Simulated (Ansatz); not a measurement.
Gas-phase reaction in SMILES: C[C@H](Cl)CCCl → [CH2][C@H](Cl)CCCl + H atom (the C-H bond at the site shown breaks; other sites are not compared here)
Geometries: B3LYP-D3(BJ)/def2-TZVP minima from Ansatz (a quantum-chemistry and plane-wave program), one conformer each, not searched for the lowest.
Geometry of the first species:
```
C
H 1 1.0876
C 1 1.5149 2 110.81
H 3 1.0888 1 111.02 2 57.06
H 3 1.0908 4 108.48 1 -122.17
H 3 1.0929 4 108.43 5 -117.62
C 1 1.5200 2 110.00 3 -125.55
H 7 1.0937 1 107.81 2 70.81
H 7 1.0944 8 107.23 1 -117.25
C 7 1.5147 8 109.20 9 -116.76
H 10 1.0862 7 111.69 8 -176.56
H 10 1.0865 11 109.66 7 123.67
Cl 10 1.8105 11 106.31 12 114.21
Cl 1 1.8280 2 104.09 7 -117.24
```

Property: bond dissociation energy (electronic energy difference), in kcal/mol. Cores are frozen in the correlated levels unless marked. Open shells are spin-unrestricted. No spin-orbit coupling. Non-relativistic. CBS(X,Y): correlation extrapolated as X^-3; Hartree-Fock from the larger set.

| level | program | bond dissociation energy (kcal/mol) |
|---|---|---|
| revPBE-D3(BJ)/def2-TZVPD | Ansatz + dftd3 | 102.8 |
| revPBE/def2-TZVPD | Ansatz | 101.6 |
| r2SCAN-D3(BJ)/def2-TZVPD | Ansatz + dftd3 | 103.1 |
| PBE0-D3(BJ)/def2-TZVPD | Ansatz + dftd3 | 105.2 |
| PBE0-D4/def2-TZVP | Ansatz + dftd4 | 105.2 |
| PBE0-D4/def2-TZVPD | Ansatz + dftd4 | 105.2 |
| r2SCANh/def2-TZVPD | Ansatz | 103.3 |
| r2SCAN0/def2-TZVPD | Ansatz | 103.7 |
| HSE06/def2-TZVPD | Ansatz | 104.9 |
| CAM-B3LYP-D4/def2-TZVPD | Ansatz + dftd4 | 107.4 |
| CAM-B3LYP/def2-TZVPD | Ansatz | 107.1 |
| LC-wPBE-D4/def2-TZVPD | Ansatz + dftd4 | 106.4 |
| B2GP-PLYP-D3(BJ)/def2-TZVPD | Ansatz + dftd3 | 106.9 |
| RPA@PBE/cc-pV(T+d)Z | Ansatz | … |
| SCS-MP2/cc-pV(Q+d)Z | Ansatz | 111.6 |
| CCSD(T)/CBS(cc-pV(T+d)Z,cc-pV(Q+d)Z) | Ansatz | 109.8 |

**Question.** Some entries are withheld; supply them.

**Answer.** 
- RPA@PBE/cc-pV(T+d)Z, bond dissociation energy (kcal/mol): 107.5
